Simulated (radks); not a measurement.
Effect of the nuclear size on the hafnium ion Hf8+, [Kr] 4d10 4f13 5s2 5p3. Calculated with a radial shooting solver on a logarithmic mesh with Libxc functionals: Dirac Kohn-Sham, PBE, spin-unpolarised, spherical densities, finite nucleus; open shells are shared between the two j in proportion to 2j + 1; Fermi nuclear charge, rms radius 5.347 fm. The rms radius is varied about that value; shifts are against it.

| rms radius (fm) | total energy shift (eV) | density at nucleus (e/bohr^3) | 1s1/2 shift (meV) | 2s1/2 shift (meV) | 4p1/2 shift (meV) | 5s1/2 shift (meV) | 5p1/2 shift (meV) | 4f7/2 shift (meV) | 6s1/2 (empty) shift (meV) |
|---|---|---|---|---|---|---|---|---|---|
| 4.7909 | -9.57 | 1.253e+06 | -3890 | -538 | 0.122 | -5.43 | 0.203 | 0.831 | -1.62 |
| 5.0369 | -5.42 | 1.233e+06 | -2210 | -305 | 0.069 | -3.08 | 0.115 | 0.471 | -0.916 |
| 5.347 | 0 | 1.209e+06 | 0.000 | 0.000 | 0.000 | 0.000 | 0.000 | 0.000 | 0.000 |
| 5.5662 | 3.96 | 1.193e+06 | 1610 | 223 | -0.050 | 2.25 | -0.084 | -0.344 | 0.670 |
| 6.5233 | 22.5 | 1.133e+06 | 9150 | 1270 | -0.275 | 12.8 | -0.474 | -1.95 | 3.80 |

Slopes of the eigenvalues against <r^2> in GHz/fm^2, as finite differences over the two radii next to the reference (eigenvalue slopes, not the field-shift constants of lines): 1s1/2 164000, 2s1/2 22800, 4p1/2 -5.10, 5s1/2 229, 5p1/2 -8.55, 4f7/2 -35.1, 6s1/2 (empty) 68.3.
